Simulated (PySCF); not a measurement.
**Working out the electron affinity of Ge**

Ge⁻ [Ar] 3d10 4s2 4p3 (4S) → Ge [Ar] 3d10 4s2 4p2 (3P). Calculation: PySCF 2.14, in aug-cc-pwCVTZ-PP with ECP10MDF (8s7p6d4f1g, 96 functions); scalar relativity through the core potential. Frozen: nothing. Energies in hartree (1 hartree = 27.21139 eV):

```json
{"part": "UHF", "Ge⁻ (lower)": "-293.383646", "Ge (upper)": "-293.353046"}
{"part": "MP2 opposite-spin", "Ge⁻ (lower)": "-0.573716", "Ge (upper)": "-0.567525"}
{"part": "MP2 same-spin", "Ge⁻ (lower)": "-0.283520", "Ge (upper)": "-0.271716"}
```

Problem. What does Hartree-Fock give?

Solution. (-293.353046) − (-293.383646) = 0.030600 hartree = 0.833 eV.

Problem. What do MP2 and SCS-MP2 (6/5 opposite-spin, 1/3 same-spin) give?

Solution. The opposite-spin parts differ by 0.168 eV and the same-spin parts by 0.321 eV. MP2: 0.833 + (0.168) + (0.321) = 1.322 eV. SCS-MP2: 0.833 + 1.2 × (0.168) + (0.321)/3 = 1.142 eV.

Reference: 1.233 eV (measured; photodetachment measurements, as compiled on the Wikipedia data page of electron affinities), between the lowest levels; spin-orbit coupling is absent from the calculation.

What remains against the reference includes basis incompleteness and correlation beyond second order.
